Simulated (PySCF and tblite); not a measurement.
C₇H₈FNO, numbered as in [N:1]#[C:2][C@:3]1([F:4])[CH2:5][CH2:6][CH2:7][C@@H:8]2[O:9][C@H:10]12.

Search: ETKDG and KDG, MMFF94s, GFN2-xTB, 60 starts; geometries at GFN2-xTB. Weights use PBE0-D3(BJ)/pcSseg-1 energies plus GFN2-xTB zero-point and thermal terms (modes under about 100 cm⁻¹ blended into free rotors). Symmetry numbers and mirror images are counted. Conformers within 2.5 kcal/mol (GFN2-xTB free energy) were kept, 3 at most. GIAO shieldings: PBE0/pcSseg-1. Shifts are against TMS (¹H), TMS (¹³C), CFCl3 (¹⁹F), NH3 (¹⁵N) at the same level; of two unlike H on one atom, a is the less shielded. Codes: tblite and PySCF.

The 6-ring runs over atoms 3–5–6–7–8–10.

```csv
conformer,shape,symmetry,E(GFN2) kcal/mol,E(DFT) kcal/mol
1,"6-ring half-chair (ring torsions 68, -49, 16, -1, 18, -51°)",C1,0.00,0.00
2,"6-ring half-chair (ring torsions -67, 55, -22, 0, -11, 43°)",C1,0.03,0.07
```

Task: How much do the weights at 298.15 K and the averaged shift of H5a depend on how the conformers are weighted?

Result: 
```json
{"weighting": "DFT energy with thermal terms, symmetry and mirror images (full scheme)", "1 (%)": "54", "2 (%)": "46", "δ (ppm)": "2.01", "rms dipole (D)": "4.92"}
{"weighting": "DFT energy with symmetry and mirror images", "1 (%)": "53", "2 (%)": "47", "δ (ppm)": "2.01", "rms dipole (D)": "4.93"}
{"weighting": "bare DFT energy", "1 (%)": "53", "2 (%)": "47", "δ (ppm)": "2.01", "rms dipole (D)": "4.93"}
{"weighting": "GFN2-xTB energy with symmetry and mirror images", "1 (%)": "51", "2 (%)": "49", "δ (ppm)": "2.02", "rms dipole (D)": "4.93"}
{"weighting": "GFN2-xTB free energy", "1 (%)": "52", "2 (%)": "48", "δ (ppm)": "2.02", "rms dipole (D)": "4.93"}
{"weighting": "leading conformer alone", "1 (%)": "100", "2 (%)": "0", "δ (ppm)": "1.68", "rms dipole (D)": "4.79"}
{"weighting": "equal weights", "1 (%)": "50", "2 (%)": "50", "δ (ppm)": "2.03", "rms dipole (D)": "4.94"}
{"weighting": "full scheme, search stopped after three starts", "1 (%)": "0", "2 (%)": "100", "δ (ppm)": "2.38", "rms dipole (D)": "5.08"}
```

The largest departure from the full scheme, 0.38 ppm, comes with: full scheme, search stopped after three starts.


¹⁵N shifts are against a computed isolated NH3 molecule, about 20 ppm from the liquid.

Conformer gaps in pcSseg-1 on xTB geometries can be 2 kcal/mol off for S=O, P=O and other polar bonds.